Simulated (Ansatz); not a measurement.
Cost and result for the atomization energy of C$_{2}$H$_{10}$GeSi (`C[SiH2][GeH2][CH3]`) (14 atoms, 13 bonds).

```xyz
14

C     0.6772    1.6744   -1.2147
Si   -0.8847    1.1346   -0.3231
Ge   -0.4162   -0.5819    1.2609
C     0.4240   -2.1315    0.3985
H     1.4116    2.0648   -0.5067
H     0.4585    2.4566   -1.9450
H     1.1307    0.8335   -1.7443
H    -1.8761    0.6184   -1.3106
H    -1.5087    2.2984    0.3677
H     0.5348   -0.0429    2.3523
H    -1.7097   -1.0349    1.9695
H     0.6384   -2.9059    1.1358
H     1.3597   -1.8374   -0.0790
H    -0.2396   -2.5461   -0.3613
```

Total charge 0; spin multiplicity 1. Correlated methods include outer-core shells of Ge, which these sets cover unevenly. Scalar relativity is left out up to krypton. The geometry is a stationary point of PBE0-D4/def2-TZVP. It is one conformer, not always the lowest. Program: Ansatz. All runs use 2 threads of an AMD EPYC 7R13 on a shared host and a share of an NVIDIA H100 80 GB. Times are those of one run each, without the atoms' runs, and a repeat can differ threefold. Electronic energies, without spin–orbit coupling; frozen cores. CCSD(T)/CBS adds CCSD(T) − MP2 in def2-TZVPP to the MP2 limit, and its time is that of the two runs behind it. T1 = 0.011. With those shells the extrapolation isn't a true limit. B3LYP takes the VWN-RPA correlation (the form of Gaussian; ORCA's B3LYP/G).

CCSD(T)/CBS is a level of theory with its own doubt, some kJ/mol a heavy atom from the limit and from the frozen cores, so smaller differences don't rank the functionals.

```tsv
level	functions	wall time
PBE0-D4/def2-TZVPP	292	2.4 s
B3LYP-D4/def2-TZVPP (with forces)	292	2.7 s
ωB97X-V/def2-TZVPP	292	2.7 s
B2PLYP/def2-TZVPP	292	2.8 s
ωB97M-V/def2-TZVPP (with forces)	292	3.2 s
CCSD(T)/def2-TZVPP	292	4 s
r2SCAN-D4/def2-TZVPP (with forces)	292	4.8 s
PBE-D4/def2-TZVPP (with forces)	292	5 s
MP2/def2-QZVPP	573	7 s
CCSD(T)/CBS(def2)	–	11 s
```

Task: What atomization energy does each give, and how far from CCSD(T)/CBS? (Best estimate.)

Result: The calculation gave: 
```csv
level,atomization (kcal/mol),difference from CCSD(T)/CBS,per bond
PBE0-D4/def2-TZVPP,1112.1,-6.8,-0.5
B3LYP-D4/def2-TZVPP (with forces),1115.0,-3.9,-0.3
ωB97X-V/def2-TZVPP,1121.5,2.6,0.2
B2PLYP/def2-TZVPP,1102.8,-16.1,-1.2
ωB97M-V/def2-TZVPP (with forces),1115.2,-3.7,-0.3
CCSD(T)/def2-TZVPP,1097.3,-21.6,-1.7
r2SCAN-D4/def2-TZVPP (with forces),1117.9,-1.0,-0.1
PBE-D4/def2-TZVPP (with forces),1116.4,-2.5,-0.2
MP2/def2-QZVPP,1104.9,-14.0,-1.1
CCSD(T)/CBS(def2),1118.9,0.0,0.0
```

From PBE to PBE0 (25 % exact exchange), in def2-TZVPP and without D4, the atomization energy moves by −3.4 kcal/mol: exact exchange takes away binding that semilocal exchange gives to molecules. In def2-TZVPP, CCSD(T) changes the Hartree–Fock value by +246.3 kcal/mol (the triples alone add +10.4 kcal/mol) and MP2 by +241.4 kcal/mol; breaking electron pairs costs correlation energy, which Hartree–Fock lacks. The D4 term adds +10.5 kcal/mol with B3LYP and +5.6 kcal/mol with PBE0; it sums over pairs of atoms, weighted by their polarisabilities, and B3LYP, whose exchange is more repulsive, gets the larger term.
